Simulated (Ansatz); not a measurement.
Start from `F[SiH2]S[SiH3]` and change one atom or group to get `CO[SiH2]S[SiH2]F`.

Ansatz, PBE0-D4/def2-TZVP geometries, multiplicity 1. Each molecule was computed in one conformer, which needn't be the lowest.

| property | `F[SiH2]S[SiH3]` |
| --- | --- |
| size of the dipole moment (B3LYP/def2-TZVPP) / D | 1.10 |
| HOMO energy (PBE/def2-TZVPP) / eV | -6.71 |
| HOMO–LUMO gap (ωB97M-V/def2-TZVPP) / eV | 11.64 |
| LUMO energy (PBE/def2-TZVPP) / eV | -1.07 |
| HOMO energy (B3LYP/def2-TZVPP) / eV | -7.65 |
| HOMO–LUMO gap (PBE0/def2-TZVPP) / eV | 7.71 |

Problem. What does the change do to each property? (Estimate.)

Solution. Ansatz gave: 
```csv
property,`CO[SiH2]S[SiH2]F`,shift
size of the dipole moment (B3LYP/def2-TZVPP) / D,1.22,0.12
HOMO energy (PBE/def2-TZVPP) / eV,-6.51,0.20
HOMO–LUMO gap (ωB97M-V/def2-TZVPP) / eV,11.29,-0.35
LUMO energy (PBE/def2-TZVPP) / eV,-1.26,-0.19
HOMO energy (B3LYP/def2-TZVPP) / eV,-7.48,0.17
HOMO–LUMO gap (PBE0/def2-TZVPP) / eV,7.34,-0.37
```

With PBE0 the HOMO rises by 0.17 eV and the LUMO falls by 0.19 eV, so the gap narrows by about 0.36 eV. PBE moves the HOMO by 0.20 eV and ωB97M-V by 0.17 eV. Dipoles are sizes alone; their direction can turn.

B3LYP here is the variant with VWN-RPA as its local correlation; programs differ in this.
